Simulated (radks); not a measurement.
Results of a calculation; reference values are marked as such.
Task: Species: Ag34+. Configuration: [Ne] 3s2 3p1 (the NIST ground configuration). Code: a radial shooting solver on a logarithmic mesh with Libxc functionals. Model: scalar-relativistic Kohn-Sham, BLYP, spin-polarised, spherical densities, point nucleus; open shells are filled with parallel spins first (spin-orbit coupling, left out, can overturn this in heavy ions). Some entries of the table are withheld. Estimate them.

orbital  occ.  eigenvalue (eV)  <1/r> (bohr^-1)
1s up       1        -27292.58            49.45
1s down     1        -27290.47            49.45
2s up       1        -5590.979            11.41
2s down     1        -5589.175            11.41
2p up       3        -5227.639            11.00
2p down     3        -5225.246            11.00
3s up       1        -2205.590            4.613
3s down     1        -2196.225            4.610
3p up       1              (1)              (2)
3p down     0              (3)              (4)
3d up       0        -1951.335            4.267
3d down     0        -1943.756            4.274
4s up       0              (5)            2.432
4s down     0              (6)            2.423

Result: 
(1) 3p up eigenvalue (eV): -2091.110
(2) 3p up <1/r> (bohr^-1): 4.461
(3) 3p down eigenvalue (eV): -2081.848
(4) 3p down <1/r> (bohr^-1): 4.461
(5) 4s up eigenvalue (eV): -1172.263
(6) 4s down eigenvalue (eV): -1168.768
